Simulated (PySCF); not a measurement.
# Ionisation energy of Eu⁴¹⁺ by level of theory

Eu⁴¹⁺ [Ar] 3d4 (5D) → Eu⁴²⁺ [Ar] 3d3 (4F), as a difference of total energies. All numbers are calculated (PySCF 2.14, scalar relativity by spin-free X2C-1e, in an uncontracted even-tempered set (18 s from 8 bohr⁻², ratio 2.5; 12 p from 10 bohr⁻², ratio 2.5; 7 d from 10 bohr⁻², ratio 2.5; 4 f from 39 bohr⁻², ratio 2.7; 3 g from 58 bohr⁻², ratio 2.7)). Correlated levels: outer shells: [Ne] frozen; virtual orbitals above 40 to 60 times the deepest correlated orbital energy dropped. The calculations carry no spin-orbit coupling.

```csv
method,ionisation energy (eV)
UHF,3156.6
LDA,3156.0
PBE,3155.0
PBE0,3155.9
r2SCAN,3155.0
B2PLYP,3156.2
B3LYP,3155.8
MP2 (outer shells),3157.0
SCS-MP2 (outer shells),3156.5
```

Spin-orbit coupling is strong in these open shells (close to jj coupling). The scalar numbers leave it out and a first-order estimate fails, so it can dominate the gap to the real levels.

Breit and QED terms and the two-electron picture change are absent.

For comparison: 3168 ± 4 eV (theoretical estimate listed by NIST; NIST Atomic Spectra Database, ionization energies).
